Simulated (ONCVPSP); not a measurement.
## Ranking ONCV potentials for H

All share these settings but for the change named:

ONCVPSP 4.0.1 input, shortened (lines: element, Z, core and valence counts, functional; n l f; lmax; l rc ep ncon nbas qcut; lloc lpopt rc5 dvloc0; l nproj debl; icmod fcfact rcfact), PBE, non-relativistic:

```
  H 1.00    0    1        4      upf
    1    0    1.00
    1
    0    0.75    0.00    4    7    6.70
    1    0.75    0.16    5    9   11.70
    0    5    0.75    0.00
    0    0    0.70
    1    2    1.90
    0    0.00    0.00
```

Cutoff: the first of the cutoffs (Ha) at which the residual kinetic energy of the hardest occupied pseudo-wave falls to 1 and 0.1 mHa per electron; the density cutoff is not measured.

The base gives 24 Ha.

Of 10 variants that were run, those that failed, showed a ghost or another fault, or gave nearly equal values are left out.

A variant can come out equal or close to the base.

(1) Rank these variants from softest to hardest (loose cutoff).
A. s: qcut 6.1; p: qcut 10.7
B. s: qcut 4.9; p: qcut 8.5
C. s: qcut 4.3; p: qcut 7.5

Results:

(1) A (25 Ha), B (28 Ha), C (47 Ha).
